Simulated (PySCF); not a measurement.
# Correlation energy of S (sulfur, neutral)

[Ne] 3s1 3p5, high-spin 3P determinant (an excited configuration). Calculation: PySCF 2.14, in aug-cc-pCVTZ-DK (8s7p5d3f, 75 functions); the spin-free X2C one-electron Hamiltonian (Gaussian nucleus). Frozen: 1s2; 14 electrons correlated.

```csv
level,correlation energy (mhartree)
CCSD,-506.47
(T),-29.42
CCSD(T),-535.89
```

Diagnostics: T1 = 0.021, D1 = 0.0731, largest double amplitude 0.198.

Q: Is a single reference adequate?

A: Not fully. A double-excitation amplitude exceeds 0.15, a sign of near-degeneracy.
